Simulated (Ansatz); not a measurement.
`[CH3][Sn]([OH])[Cl]`• → C• + Cl• + 4 H• + O• + Sn•  (atomization)

Isolated molecules relaxed with PBE0-D4/def2-TZVP in Ansatz; ΔE leaves out vibrations. CBS: MP2 limit from def2 TZ/QZ plus the TZ coupled-cluster correction, frozen cores. This one scheme is used for every species, atoms too. Functionals use def2-TZVPP. No spin–orbit coupling; open shells (•) take unrestricted orbitals. Spin–orbit coupling would lower the free atoms: a little for C, Cl, O; strongly for Sn. def2 core potentials past Kr. Bonds to Sn are less sure, by a few kJ/mol each and by 10 to 20 or more in all where they break to atoms, as the def2 sets lack core-valence functions. One conformer a species, not always the lowest.

`[CH3][Sn]([OH])[Cl]`•:

Cartesian coordinates in Å:
```
C -0.292 1.337 0.037
Sn 0.930 -0.446 0.167
O 0.233 -1.582 -1.284
Cl 0.305 -1.595 2.139
H -0.078 1.981 0.887
H -0.078 1.844 -0.902
H -1.323 0.983 0.062
H 0.301 -2.524 -1.104
```

| level | ΔE (kcal/mol) |
| --- | --- |
| PBE-D4 | 641.8 |
| revPBE-D4 | 624.3 |
| r2SCAN | 632.0 |
| r2SCAN0 | 617.6 |

Problem. What does CCSD(T)/CBS give? (Best estimate.)

Solution. Computed: +632.6 kcal/mol. The listed levels differ from it by 9.2, -8.3, -0.6, -15.0 kcal/mol.

Largest T1 diagnostic among the species: 0.016.

At CCSD(T), def2-SVP lies −54.5 kcal/mol from the extrapolated value and def2-TZVPP −21.1 kcal/mol: correlation converges slowly with the basis, and small sets miss more of it in the bonded molecule than in its fragments. From BLYP to BHLYP (50 % exact exchange), in def2-TZVPP and without D4, ΔE moves by −21.4 kcal/mol: exact exchange takes away binding that semilocal exchange gives to molecules. The D4 term adds +6.7 kcal/mol with B3LYP and +3.5 kcal/mol with PBE0; it sums over pairs of atoms, weighted by their polarisabilities, and B3LYP, whose exchange is more repulsive, gets the larger term.

B3LYP here is the variant with VWN-RPA as its local correlation; programs differ in this.

For atomizations the MP2-based limit and the directly extrapolated one differ by several kJ/mol either way, and by 10 to 25 for some Ge, Se and Sn compounds, so smaller differences from it don't rank the levels.
